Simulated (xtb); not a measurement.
C4H2BrCl, SMILES C(/C(=C\Br)Cl)#C. All values are semi-empirical tight-binding results from xtb (GFN2-xTB unless named), good for trends rather than for accurate numbers. Geometry: GFN2-xTB. The structure was generated by enumeration; whether it is a known compound was not checked.

Optimised geometry:

Bond lengths (Å): C1–C2 1.201, C1–H7 1.049, C2–C3 1.406, C3–Cl4 1.740, C3–C5 1.334, C5–Br6 1.877, C5–H8 1.077. Bond angles (°): C2–C1–H7 178.9, C1–C2–C3 179.0, C2–C3–Cl4 115.6, C2–C3–C5 125.1, Cl4–C3–C5 119.4, C3–C5–Br6 121.9, C3–C5–H8 123.4, Br6–C5–H8 114.7.
Charge 0, spin multiplicity 1.

Computed properties:
```json
{
  "point_group_as_xtb_finds_it": "Cs",
  "orbital_gap": "3.34 eV",
  "zero_point_energy": "25.6 kcal/mol",
  "G − E(el) at 298.15 K (modified RRHO)": "5.1 kcal/mol",
  "static polarisability (D4 model)": "77.1 bohr³",
  "solvation energy, GFN2-xTB/ALPB(water)": "-2.0 kcal/mol",
  "solvation energy, GFN2-xTB/ALPB(thf)": "-7.1 kcal/mol"
}
```

**Question.** Give the atomic charges and the Wiberg bond orders between heavy atoms. (Estimate from the structure and the level; the computed values follow.)

**Answer.** charges (e) C1 -0.06, C2 0.00, C3 0.12, Cl4 -0.15, C5 0.02, Br6 -0.12, H7 0.11, H8 0.08. Bond orders C1–C2 2.81, C2–C3 1.13, C3–Cl4 0.96, C3–C5 1.74, C5–Br6 1.03.
